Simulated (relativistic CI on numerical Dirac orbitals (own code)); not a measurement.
Rh⁷⁺: L-alpha,beta X-ray emission

Computed with this model: Dirac-Coulomb-Breit CI, orbitals from a KLI potential per configuration, model QED (radiative potential, 1s self-energy scaled to tabulated hydrogen-like ionisation energies), valence Slater integrals scaled by 0.7, multiplet model of X-ray emission after core ionisation; configurations [Kr] 4d2 → [He] 2s2 2p5 3s2 3p6 3d10 4s2 4p6 4d2 → [Ar] 3d9 4s2 4p6 4d2; 80 K; Lorentzian 2.8 eV and Gaussian 0.6 eV FWHM. Energies are those of the free ion, without screening or charge transfer. S is read from ⟨S²⟩ = S(S + 1).

free ion: ground-state S = 0.97, centroid 2747.44 eV. Peaks (eV, height): 2700.8 (100), 2838.8 (49).

Strongest unbroadened transitions for free ion:

```
Energy (eV)  Relative strength
    2696.06               10.1
    2700.37               24.7
    2700.41                8.0
    2700.69              100.0
    2700.73               26.6
    2700.75               15.9
    2700.77                9.2
    2700.87               15.3
    2700.95               24.2
    2700.99               18.4
    2701.13               20.4
    2829.10                6.4
    2838.06                8.0
    2838.50               23.5
    2838.75               67.6
    2839.33               15.5
    2839.73               14.6
    2840.81                4.8
```
